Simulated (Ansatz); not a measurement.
```csv
atom,x (Å),y (Å),z (Å)
C,-0.0467,-0.0164,-0.4852
C,-0.0416,-0.0157,0.7991
H,-0.0485,-0.9506,-1.0196
H,-0.0062,0.9891,-1.0037
```

Basis set: 6-31G* (spherical functions). Correlated methods keep 2 orbitals frozen. Charge 0, multiplicity 1.

Computed with Ansatz (development build ahead of 0.2.0); each method stands on the lowest determinant of its kind that the runs found. Restricted open shells among the atoms or ions are ROHF, correlated in semicanonical orbitals with singles.

Question: Give the atomization energy at this shape (free ground-state atoms in the same class of orbitals less the molecule, no zero-point energy) of singlet C₂H₂ by RHF-MP2, RHF.

Answer:

| method | atomization energy |
| --- | --- |
| RHF-MP2 | 14.17 eV |
| RHF | 11.17 eV |
